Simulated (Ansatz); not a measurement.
TaSCl₃. Total charge 0; singlet. Geometry r2SCAN-D4/def2-SVP.

```xyz
5

Ta    0.001    0.011    0.004
S    -0.288   -2.013   -0.670
Cl    0.504    1.290   -1.827
Cl    1.729    0.006    1.506
Cl   -1.946    0.706    0.986
```

In the def2 sets Ta takes a core potential; there is no spin–orbit coupling. B3LYP takes the VWN-RPA correlation.

Q: Estimate the orbital energies around the gap (eV) in Ansatz with PBE-D4/def2-SVP, PBE-D4/def2-TZVP, B97M-V/def2-TZVP, B3LYP-D4/def2-TZVP, PBE0-D4/def2-SVP.

A: 
```tsv
orbital	PBE-D4/def2-SVP	PBE-D4/def2-TZVP	B97M-V/def2-TZVP	B3LYP-D4/def2-TZVP	PBE0-D4/def2-SVP
HOMO−9	-10.22	-10.18	-10.73	-11.36	-11.78
HOMO−8	-9.56	-9.54	-10.00	-10.70	-11.10
HOMO−7	-9.56	-9.54	-10.00	-10.70	-11.10
HOMO−6	-9.27	-9.26	-9.75	-10.43	-10.80
HOMO−5	-8.91	-8.93	-9.41	-10.06	-10.39
HOMO−4	-8.91	-8.93	-9.41	-10.06	-10.39
HOMO−3	-8.56	-8.58	-9.06	-9.65	-9.99
HOMO−2	-8.05	-8.04	-8.46	-9.10	-9.46
HOMO−1	-7.15	-7.14	-7.45	-8.04	-8.40
HOMO	-7.15	-7.14	-7.45	-8.04	-8.40
LUMO	-3.63	-3.71	-3.60	-3.16	-2.99
LUMO+1	-3.63	-3.71	-3.59	-3.16	-2.99
LUMO+2	-2.49	-2.63	-2.51	-2.10	-1.85
LUMO+3	-2.49	-2.63	-2.50	-2.10	-1.85
LUMO+4	-2.29	-2.50	-2.43	-2.02	-1.70
LUMO+5	-0.74	-0.75	-0.61	-0.36	-0.12
```
